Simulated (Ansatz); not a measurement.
A nudged elastic band was laid between two geometries of CH5CuO (8 atoms, charge 0, multiplicity 1).

Computed with Ansatz, RKS PBE0/def2-TZVP.

```
movable images  : 5
climbing image  : yes
spring          : 5.0 eV/Å²
optimiser       : quadratic models (default)
start path      : through a guess of the saddle point
force threshold : 0.05 eV/Å
iteration limit : 60
end points      : relaxed
```

First end point:

```xyz
8
Properties=species:S:1:pos:R:3
C -0.764 1.371 -0.495
Cu 0.205 -0.178 -0.001
O 1.241 -1.813 0.512
H -1.322 1.778 0.355
H -1.478 1.143 -1.293
H -0.084 2.147 -0.859
H 1.451 -1.826 1.452
H 0.752 -2.622 0.327
```

Last end point:

```xyz
8
Properties=species:S:1:pos:R:3
C -0.765 1.371 -0.494
Cu 0.017 -0.229 0.147
O 0.838 -1.924 0.831
H -1.326 1.871 0.302
H -1.456 1.160 -1.316
H -0.001 2.065 -0.861
H 1.681 -1.763 1.270
H 1.011 -2.551 0.122
```

Question: What changes between the two ends?

Answer: No bond is made or broken. The height of O3 over the plane of its neighbours goes from 0.37 to -0.37 Å. The two ends are copies of one structure, up to a mirror image or an exchange of like atoms. The height can change sign by an inversion or by a turn that exchanges like atoms.

Question: What energy profile does the band end with?

Answer: The run converged. The highest image is number 3 of 0 to 6, 0.041 eV above the ends, which have the same energy within 2 meV. A vibrational analysis at the climbing image gives one clearly imaginary mode, 317i cm⁻¹: a first-order saddle point.

```json
{"image": "0", "path coordinate (Å)": "0.00", "energy (eV)": "0.000", "height of O3 over the plane of its neighbours (Å)": "0.37"}
{"image": "1", "path coordinate (Å)": "0.15", "energy (eV)": "0.007", "height of O3 over the plane of its neighbours (Å)": "0.30"}
{"image": "2", "path coordinate (Å)": "0.31", "energy (eV)": "0.028", "height of O3 over the plane of its neighbours (Å)": "0.16"}
{"image": "3", "path coordinate (Å)": "0.46", "energy (eV)": "0.041", "height of O3 over the plane of its neighbours (Å)": "-0.01"}
{"image": "4", "path coordinate (Å)": "0.62", "energy (eV)": "0.027", "height of O3 over the plane of its neighbours (Å)": "-0.17"}
{"image": "5", "path coordinate (Å)": "0.77", "energy (eV)": "0.007", "height of O3 over the plane of its neighbours (Å)": "-0.30"}
{"image": "6", "path coordinate (Å)": "0.92", "energy (eV)": "0.000", "height of O3 over the plane of its neighbours (Å)": "-0.37"}
```

Question: What is the geometry of the highest image?

Answer: 
```xyz
8
Properties=species:S:1:pos:R:3:forces:R:3
C -0.785 1.406 -0.506 -0.01 0.02 -0.01
Cu 0.095 -0.170 0.062 0.02 -0.04 0.01
O 1.021 -1.832 0.662 0.01 -0.03 0.01
H -1.342 1.860 0.321 0.00 0.00 -0.01
H -1.494 1.183 -1.311 0.01 0.01 0.01
H -0.066 2.142 -0.879 -0.01 -0.01 0.00
H 1.625 -1.896 1.406 -0.02 0.01 -0.03
H 0.946 -2.693 0.244 0.00 0.04 0.02
```

Question: What are the harmonic wavenumbers there?

Answer: 317i, 108, 130, 135, 323, 470, 565, 660, 662, 1153, 1445, 1445, 1617, 3022, 3102, 3104, 3845, 3949 cm⁻¹.

Run time: 100 s on 2 threads of Intel(R) Xeon(R) Platinum 8259CL CPU @ 2.50GHz (Skylake/Cascade Lake), on a shared host, peak memory 0.34 GiB.
